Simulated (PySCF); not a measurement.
Ga(OH)2(OMe) (CH₅GaO₃), SMILES C[O][Ga]([OH])[OH].

Coordinates come from a PBE0-D3(BJ)/def2-SVP optimisation. The structure was generated by enumeration; whether it is a known compound was not checked. The values are those of a single conformer.

Level of theory: TDA-PBE/def2-SVPD (PySCF).

Vertical excitations. 

```
state  energy (eV)  λ (nm)      f                                             main pairs
-----  -----------  ------  -----  -----------------------------------------------------
S1            4.58     271  0.002                                        HOMO→LUMO 100 %
S2            5.17     240  0.023                                       HOMO−1→LUMO 95 %
S3            5.48     226  0.000                                      HOMO−2→LUMO 100 %
S4            6.25     199  0.070                                       HOMO−3→LUMO 96 %
S5            6.38     194  0.017                     HOMO−4→LUMO 46 %, HOMO→LUMO+1 42 %
S6            6.52     190  0.007                                     HOMO−1→LUMO+1 97 %
S7            6.56     189  0.144  HOMO→LUMO+1 43 %, HOMO−4→LUMO 38 %, HOMO−2→LUMO+1 9 %
S8            6.64     187  0.004                                       HOMO→LUMO+2 99 %
S9            6.95     178  0.030                                       HOMO−5→LUMO 88 %
S10           7.02     177  0.000                                       HOMO→LUMO+3 91 %
T1            4.36     284      0                                        HOMO→LUMO 100 %
T2            4.83     257      0                                       HOMO−1→LUMO 99 %
T3            5.19     239      0                                      HOMO−2→LUMO 100 %
T4            5.71     217      0                                       HOMO→LUMO+1 99 %
```
Triplets are in the Tamm–Dancoff approximation.
